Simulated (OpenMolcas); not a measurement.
Ionisation energies of rubidium

```
Program             : OpenMolcas 26.06
Basis               : ANO-R2 [6s5p3d1f]
Scalar Hamiltonian  : X2C, finite nucleus
Spin-orbit coupling : state interaction with AMFI integrals over the reference wave functions, term energies averaged over their components
```

Active shells in each charge state: the valence s, p shells, with orbitals averaged over the low states. Where CASPT2's correlated closed shells are named, they are those of the first ion.

A. CASSCF
B. SS-CASPT2, IPEA 0.25 Eh, imaginary shift 0.1 Eh (closed shells correlated: 4s 4p)
C. SS-CASPT2, IPEA 0.25 Eh, imaginary shift 0.1 Eh (closed shells correlated: 3d 4s 4p)
D. SS-CASPT2, IPEA 0 Eh, imaginary shift 0.1 Eh (closed shells correlated: 4s 4p)
E. SS-CASPT2, IPEA 0.25 Eh, imaginary shift 0.1 Eh (closed shells correlated: none)

Energies in eV between the lowest computed levels, named as in B; reference values from the NIST Atomic Spectra Database with their kind.

| From | To | A | B | C | D | E | Spin-orbit share in B | Reference |
| --- | --- | --- | --- | --- | --- | --- | --- | --- |
| Rb 5s 2S 1/2 | Rb+ 4p6 1S0 | 3.794 | 4.062 | 4.066 | 4.085 | 3.794 | +0.000 | 4.177 (measured) |

Error against the reference values, in %:

```
From  Reference     A     B     C     D     E
  Rb   measured  -9.2  -2.8  -2.7  -2.2  -9.2
```

Absolute error against the one measured value: A 0.38 eV, B 0.11 eV, C 0.11 eV, D 0.09 eV, E 0.38 eV. D lies closest.
